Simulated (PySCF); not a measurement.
Species: C6H8F2.
Z-matrix (Å and degrees, GFN2-xTB geometry), rows numbered from 1:
```
F 
C   1  1.3828
C   2  1.5242  1  109.20
C   3  1.4947  2  111.03  1  -168.23
C   4  1.3235  3  123.85  2    16.78
C   5  1.5009  4  122.85  3    -0.39
F   6  1.3930  5  108.80  4  -105.37
C   2  1.5236  1  109.55  3  -121.18
H   2  1.0969  1  106.12  3   119.92
H   3  1.0918  2  110.19  1    69.52
H   3  1.0952  2  108.71  1   -47.69
H   4  1.0808  3  115.92  2  -164.06
H   5  1.0794  4  121.25  3  -178.36
H   6  1.0983  5  110.80  4   139.81
H   8  1.0909  2  109.63  1    63.75
H   8  1.0910  2  109.96  1   -55.80
```

Method used: TDDFT PBE0/def2-SVPD, vertical, gas phase, core orbitals frozen in the response in PySCF.

Each state is given a Gaussian of 0.5 eV full width at half maximum, with ε(max) = 2.175×10⁸ f / Δν̃ (Δν̃ the width in cm⁻¹). The cross-section is σ = 3.8235×10⁻²¹ ε cm², given in Mb (10⁻¹⁸ cm²). The width is an assumption, not a result. The curve ends short of the highest state used, and states not computed would add to its high-energy end.

E (eV), σ (Mb) and a bar:
```
     6.37       0.09 
     6.39       0.12 
     6.41       0.17 
     6.43       0.23 
     6.45       0.31 
     6.47       0.42 
     6.49       0.56 
     6.51       0.74 
     6.53       0.98 
     6.55       1.27 #
     6.57       1.63 #
     6.59       2.09 #
     6.61       2.64 #
     6.64       3.70 ##
     6.66       4.58 ##
     6.68       5.63 ###
     6.70       6.85 ###
     6.72       8.27 ####
     6.74       9.90 #####
     6.76      11.74 ######
     6.78      13.81 #######
     6.80      16.10 ########
     6.82      18.62 #########
     6.84      21.33 ###########
     6.86      24.24 ############
     6.88      27.31 ##############
     6.91      32.13 ################
     6.93      35.42 ##################
     6.95      38.72 ####################
     6.97      41.97 #####################
     6.99      45.10 #######################
     7.01      48.06 ########################
     7.03      50.77 ##########################
     7.05      53.19 ###########################
     7.07      55.25 ############################
     7.09      56.90 #############################
     7.11      58.11 #############################
     7.13      58.85 ##############################
     7.15      59.10 ##############################
     7.18      58.54 ##############################
     7.20      57.57 #############################
     7.22      56.15 #############################
     7.24      54.31 ############################
     7.26      52.10 ##########################
     7.28      49.57 #########################
     7.30      46.77 ########################
     7.32      43.78 ######################
     7.34      40.65 #####################
     7.36      37.45 ###################
     7.38      34.22 #################
     7.40      31.03 ################
     7.42      27.92 ##############
     7.45      23.50 ############
     7.47      20.76 ###########
     7.49      18.21 #########
     7.51      15.87 ########
```

Question: Locate the maxima and give the states behind the curve.

Answer: 173 nm (7.15 eV), ε about 15000, made up of S1 (59%) and S2 (38%) (ε in L mol⁻¹ cm⁻¹; maxima over ε = 5, shares over 10%). The states used: S1 7.12 eV (f 0.170); S2 7.19 eV (f 0.109); S3 7.32 eV (f 0.014); S4 7.51 eV (f 0.0027); S5 8.07 eV (f 0.0061); S6 8.11 eV (f 0.025).

Question: On this curve, what absorbance would a 10⁻⁵ mol/L sample give at 193 nm over a 1 cm path?

Answer: 193 nm is 6.424 eV, where ε is about 55 L mol⁻¹ cm⁻¹, so A = ε c l ≈ 0.00055 (Beer–Lambert, with the gas-phase spectrum and the assumed width).

Question: What would ε be at 7.15 eV, the highest of these maxima, with half the width (0.25 eV)?

Answer: About 29000 L mol⁻¹ cm⁻¹ against 15500, a factor of about 1.9; a lone state at its own centre would give exactly 2.

Question: Coming from long wavelengths, where does ε first pass 100 L mol⁻¹ cm⁻¹?

Answer: At about 192 nm (6.46 eV), 0.65 eV below S1.

The run took 38 s on an Arm Neoverse V1 with one thread, no GPU, shared host with 32 logical CPUs at a one-minute load of 12, and the process peaked at 0.88 GiB of memory.

One conformer stands for the species.
